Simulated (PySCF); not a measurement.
The vertical singlet excitations below were computed for one of the candidates. Level of theory: TDDFT CAM-B3LYP/def2-SVPD, vertical, gas phase, core orbitals frozen in the response in PySCF. Geometries: GFN2-xTB, one conformer each.

```json
{"state": "S1", "E (eV)": "6.82", "λ (nm)": "181.8", "f": "0.016"}
{"state": "S2", "E (eV)": "7.25", "λ (nm)": "171.0", "f": "0.0012"}
{"state": "S3", "E (eV)": "7.53", "λ (nm)": "164.7", "f": "0.0059"}
{"state": "S4", "E (eV)": "8.15", "λ (nm)": "152.1", "f": "0.037"}
{"state": "S5", "E (eV)": "8.19", "λ (nm)": "151.4", "f": "0.203"}
{"state": "S6", "E (eV)": "8.32", "λ (nm)": "149.0", "f": "0.0031"}
{"state": "S7", "E (eV)": "8.54", "λ (nm)": "145.2", "f": "0.066"}
{"state": "S8", "E (eV)": "8.61", "λ (nm)": "144.0", "f": "0.049"}
```

Triplets computed (Tamm–Dancoff): 6.14, 6.58, 7.22 eV.

Orbital energies (eV): HOMO-3 -11.33, HOMO-2 -10.79, HOMO-1 -9.84, HOMO -9.26, LUMO 1.06, LUMO+1 1.24, LUMO+2 1.61.

Task: Which candidate is it?
A. `[SiH3][Si]([SiH3])([SiH3])CCl`
B. `[SiH3]C[Si]([SiH3])([SiH3])Cl`
C. `CC(C)([SiH3])Cl`

Result: C. Its S1, at 6.82 eV, is the highest among the candidates; the nearest of the others has S1 at 6.29 eV. S1 is HOMO→LUMO+1 (60%), HOMO→LUMO+2 (24%). Löwdin shares by element: HOMO chlorine 49%, carbon 21% or more, silicon 14% (atoms not listed hold the other 16%); LUMO silicon 27%, carbon 22% or more, hydrogen 7% or more (atoms not listed hold the other 45%). At the same level the other candidates give, for their lowest levels:
- `[SiH3]C[Si]([SiH3])([SiH3])Cl`: 6.05 eV (f 0.019); 6.39 eV (f 0.123); 6.50 eV (f 0.006); 6.92 eV (f 0.031); 7.48 eV (f 0.036); T1 5.37 eV; HOMO -9.20, LUMO 0.11 eV
- `[SiH3][Si]([SiH3])([SiH3])CCl`: 6.29 eV (f 0.039); 6.44 eV (f 0.072); 6.64 eV (f 0.044); 6.65 eV (f 0.000); 6.89 eV (f 0.001); T1 5.63 eV; HOMO -9.27, LUMO 0.13 eV

Without π bonds the low states are Rydberg-like; a valence basis with one diffuse set may place them up to an eV too high.
